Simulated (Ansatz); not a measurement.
Input (CCSDT(Q)/def2-SVP; Ansatz, an electronic-structure program):

Ansatz 0.2 input:
```yaml
crystal:
  periodic: [false, false, false]
  atoms:
    - {symbol: Ag, position_ang: [-0.00000000, -0.00000000, -1.43375140]}
    - {symbol: I, position_ang: [0.00000000, 0.00000000, 1.27143992]}
basis:
  gaussian:
    orbitals: def2-SVP
total_charge: 1
magnetization: {spin_polarized: true, initial_magnetization: 1}
correlation: {method: ccsdt_q, electrons: outside_noble_gas}
```

Output:

```
Functional definition: HF
integrals: 0.08 GiB planned
1128 factors; integrals over basis functions are off by at most 1.7e-7 eV
mean field: 0.29 GiB planned
mean field evaluation 1: about -12035.8072 eV, gradient 3.1e1 eV
mean field evaluation 2: about -12035.9302 eV, gradient 3.1e1 eV
mean field evaluation 4: about -12041.4483 eV, gradient 1.8e0 eV
mean field evaluation 8: about -12041.5381 eV, gradient 2.0e-1 eV
mean field evaluation 16: about -12035.8071 eV, gradient 3.1e1 eV
mean field evaluation 32: about -12041.5389 eV, gradient 2.4e-6 eV
mean field evaluation 64: about -12039.9910 eV, gradient 7.3e0 eV
mean field evaluation 96: about -12036.9855 eV, gradient 6.8e-1 eV
mean field evaluation 128: about -12032.9846 eV, gradient 2.3e1 eV
mean field evaluation 160: about -12040.6627 eV, gradient 4.2e-3 eV
mean field evaluation 192: about -12036.3195 eV, gradient 6.1e-3 eV
mean field evaluation 224: about -12036.3200 eV, gradient 5.0e-4 eV
mean field evaluation 256: about -12036.4502 eV, gradient 2.4e0 eV
mean field evaluation 288: about -12036.3858 eV, gradient 7.6e-3 eV
mean field evaluation 320: about -12036.1159 eV, gradient 2.3e-3 eV
mean field evaluation 352: about -12034.9346 eV, gradient 1.5e1 eV
mean field evaluation 384: about -12036.9852 eV, gradient 2.3e-1 eV
mean field evaluation 416: about -12036.9989 eV, gradient 2.2e-2 eV
mean field evaluation 448: about -12041.5389 eV, gradient 2.1e-2 eV
mean field evaluation 480: about -12036.1923 eV, gradient 5.9e-4 eV
mean field evaluation 512: about -12036.2248 eV, gradient 8.2e-1 eV
mean field evaluation 544: about -12036.3054 eV, gradient 6.6e-1 eV
mean field evaluation 576: about -12036.0690 eV, gradient 5.1e0 eV
mean field evaluation 608: about -12036.1146 eV, gradient 2.4e-1 eV
mean field evaluation 640: about -12036.1234 eV, gradient 1.3e-1 eV
mean field evaluation 672: about -12036.1162 eV, gradient 2.8e-2 eV
mean field evaluation 704: about -12036.0502 eV, gradient 4.2e-4 eV
mean field evaluation 736: about -12034.9336 eV, gradient 1.1e0 eV
mean field evaluation 768: about -12034.9680 eV, gradient 1.4e-3 eV
mean field evaluation 800: about -12036.9613 eV, gradient 2.9e-1 eV
mean field -12041.53887673 eV, -442.5183916717 hartree, gradient 3.2e-6 eV, S^2 0.757101; 9 other end points of the search recorded, 0 dependent functions left out
determinant -12041.53887673 eV, -442.5183916717 hartree, with singles and doubles -12049.87153620 eV, -442.8246112592 hartree
determinant -12040.66269199 eV, -442.4861924763 hartree, with singles and doubles -12048.93203309 eV, -442.7900851565 hartree
13 core orbitals not correlated
reference -12041.53887673 eV, -442.5183916717 hartree; 9, 8 occupied and 35, 36 virtual orbitals, 1128 factors
second order -8.19811551 eV of doubles, -0.00000000 eV of singles
coupled cluster: 1.46 GiB planned
cycle   1  -8.18201495 eV  change    1.6e-2 eV  update   6.8e-2
cycle   2  -8.40989881 eV  change   -2.3e-1 eV  update   3.1e-2
cycle   3  -8.52142930 eV  change   -1.1e-1 eV  update   1.8e-2
cycle   4  -8.51102298 eV  change    1.0e-2 eV  update   7.9e-3
cycle   5  -8.50392208 eV  change    7.1e-3 eV  update   4.6e-3
cycle   6  -8.50550220 eV  change   -1.6e-3 eV  update   2.2e-3
cycle   7  -8.50753855 eV  change   -2.0e-3 eV  update   1.3e-3
cycle   8  -8.50728779 eV  change    2.5e-4 eV  update   6.3e-4
cycle   9  -8.50747495 eV  change   -1.9e-4 eV  update   3.3e-4
cycle  10  -8.50769100 eV  change   -2.2e-4 eV  update   1.5e-4
cycle  11  -8.50757872 eV  change    1.1e-4 eV  update   8.0e-5
cycle  12  -8.50762653 eV  change   -4.8e-5 eV  update   5.0e-5
cycle  13  -8.50762985 eV  change   -3.3e-6 eV  update   2.6e-5
cycle  14  -8.50761086 eV  change    1.9e-5 eV  update   1.5e-5
cycle  15  -8.50762120 eV  change   -1.0e-5 eV  update   9.6e-6
cycle  16  -8.50762541 eV  change   -4.2e-6 eV  update   3.8e-6
cycle  17  -8.50762642 eV  change   -1.0e-6 eV  update   2.0e-6
perturbative correction -0.00554243 eV, -0.0002036804 hartree
Total energy: -12050.05204557 eV, -442.8312448562 hartree
```
